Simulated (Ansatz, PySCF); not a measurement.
Species: sum formula HSO$_{3}$ (charge +1, singlet). It need not be the lowest isomer of its formula. 
Geometry from a B3LYP-D3(BJ)/def2-TZVP (Ansatz, a first-principles code) optimisation:
```xyz
5

O     -0.6492    -1.2417    -0.0064
S      0.0694     0.1013     0.0010
O     -0.7450     1.2460    -0.0356
O      1.4597    -0.0583     0.0445
H     -1.6353    -1.1897    -0.0366
```
Charge +1, spin multiplicity 1.

Total electronic energies in hartree. Correlated levels leave the core frozen unless marked. No spin-orbit coupling. No relativistic terms. CBS marks a two-point X^-3 extrapolation of the correlation energy; Hartree-Fock from the larger set. The bracket is a focal-point correction in the basis named.

```tsv
level	program	energy (Eh)
RI-HF/aug-cc-pV(Q+d)Z	Ansatz	-622.42477
BLYP-D3(BJ)/def2-TZVPD	Ansatz + dftd3	-624.17295
PBE0-D3(BJ)/def2-TZVPD	Ansatz + dftd3	-623.80827
TPSSh-D4/def2-TZVPD	PySCF + dftd4	-624.19673
HSE06-D4/def2-TZVPD	Ansatz + dftd4	-623.79184
CCSD/6-31G	Ansatz	-622.27132
CCSD/cc-pwCVTZ	Ansatz	-623.30497
CCSD(T)/6-31G	Ansatz	-622.29256
RI-MP2/CBS(aug-cc-pV(T+d)Z,aug-cc-pV(Q+d)Z)+[CCSD(T)-MP2]/aug-cc-pV(T+d)Z	Ansatz	-623.4756
```

Totals of different functionals don't rank their quality; only differences between species are comparable.
